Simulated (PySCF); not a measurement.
(Z)-1,2,3,3,3-pentafluoropropene, C3HF5.
SMILES with atom numbers: `[F:1]/[CH:2]=[C:3](\[F:4])[C:5]([F:6])([F:7])[F:8]` (hydrogens: H9 on C2)

Structure used (PBE0-D3(BJ)/def2-SVP), in Å, numbered top down from 1:
```
atom  x, y, z in Å
F1     2.4360    0.8442   -0.2212
C2     1.3651    0.0796   -0.2829
C3     0.1759    0.4948    0.1495
F4    -0.0230    1.6953    0.6689
C5    -1.0598   -0.3546    0.1006
F6    -1.5465   -0.5594    1.3233
F7    -2.0160    0.2333   -0.6157
F8    -0.7945   -1.5408   -0.4480
H9     1.5203   -0.9119   -0.7109
```

Level: PBE0/def2-SVPD in PySCF, non-relativistic, on one gas-phase PBE0-D3(BJ)/def2-SVP geometry that isn't relaxed in the solvent. The solvent is an IEF-PCM continuum (Bondi radii, 1.10 Å for H, scaled by 1.2), and excitations are vertical TDDFT with non-equilibrium linear response and a frozen core. The model holds no explicit solvent molecules, cavitation or dispersion.

Gas-phase singlets (H = HOMO, L = LUMO):

```
state  E (eV)  λ (nm)      f  leading configurations
   S1   7.004     177  0.013               H→L+1 94%
   S2   7.573     164  0.377                 H→L 96%
   S3   8.299     149  0.010               H→L+2 90%
   S4   8.609     144  0.001               H-1→L 96%
   S5   8.807     141  0.004               H→L+3 92%
```

Q: How does the list change in acetone (ε = 20.49)?

A: 
| state | E (eV) | λ (nm) | f | leading configurations | change by rank (eV) |
| --- | --- | --- | --- | --- | --- |
| S1 | 6.945 | 179 | 0.015 | H→L+1 94% | -0.059 |
| S2 | 7.476 | 166 | 0.435 | H→L 97% | -0.097 |
| S3 | 8.301 | 149 | 0.015 | H→L+2 86% | +0.002 |
| S4 | 8.678 | 143 | 0.000 | H-1→L 92% | +0.069 |
| S5 | 8.729 | 142 | 0.000 | H→L+3 91% | -0.078 |

Q: The ground-state energy changes by -0.102 eV from gas to acetone. By how much does the total energy of gas-phase S1 change?

A: E(S1) = E(S0) + excitation energy, so it changes by -0.102 − 0.059 = -0.161 eV: it is lowered more than the ground state, which is what a red shift means. This is the vertical state, with the slow part of the continuum still set for S0.

Q: How do the frontier levels move from gas to acetone?

A: 
```json
{"orbital": "LUMO+2", "gas (eV)": "1.11", "solvent (eV)": "1.27", "change (eV)": "+0.16", "Löwdin shares, gas": "F8 27 %, C5 18 %, H9 14 %, F6 8 %", "Löwdin shares, solvent": "F8 24 %, C5 23 %, F6 13 %, F7 13 %"}
{"orbital": "LUMO+1", "gas (eV)": "0.19", "solvent (eV)": "0.38", "change (eV)": "+0.19", "Löwdin shares, gas": "C2 32 %, C3 20 %, F4 13 %, F1 12 %", "Löwdin shares, solvent": "C2 27 %, C3 22 %, F4 16 %, F1 13 %"}
{"orbital": "LUMO", "gas (eV)": "-0.78", "solvent (eV)": "-0.49", "change (eV)": "+0.29", "Löwdin shares, gas": "C2 34 %, C3 29 %, F1 10 %, F4 7 %", "Löwdin shares, solvent": "C2 35 %, C3 28 %, F1 10 %, F4 7 %"}
{"orbital": "HOMO", "gas (eV)": "-8.47", "solvent (eV)": "-8.22", "change (eV)": "+0.25", "Löwdin shares, gas": "C3 33 %, C2 30 %, F4 14 %, F1 14 %", "Löwdin shares, solvent": "C3 34 %, C2 30 %, F4 14 %, F1 14 %"}
{"orbital": "HOMO-1", "gas (eV)": "-11.32", "solvent (eV)": "-11.14", "change (eV)": "+0.18", "Löwdin shares, gas": "F4 22 %, F1 17 %, C3 14 %, C2 10 %", "Löwdin shares, solvent": "F1 21 %, F4 20 %, C3 14 %, C2 12 %"}
{"orbital": "HOMO-2", "gas (eV)": "-12.32", "solvent (eV)": "-12.09", "change (eV)": "+0.23", "Löwdin shares, gas": "F1 40 %, C2 13 %, H9 9 %, F4 8 %", "Löwdin shares, solvent": "F1 34 %, C2 12 %, F4 10 %, H9 9 %"}
{"orbital": "HOMO-3", "gas (eV)": "-12.43", "solvent (eV)": "-12.36", "change (eV)": "+0.07", "Löwdin shares, gas": "F6 37 %, F7 36 %, F8 27 %", "Löwdin shares, solvent": "F6 35 %, F7 35 %, F8 30 %"}
```

The HOMO–LUMO gap goes from 7.69 to 7.73 eV. Rows go by rank; for LUMO+2 the atom shares or the degeneracy differ between the runs, so the row needn't follow one orbital.
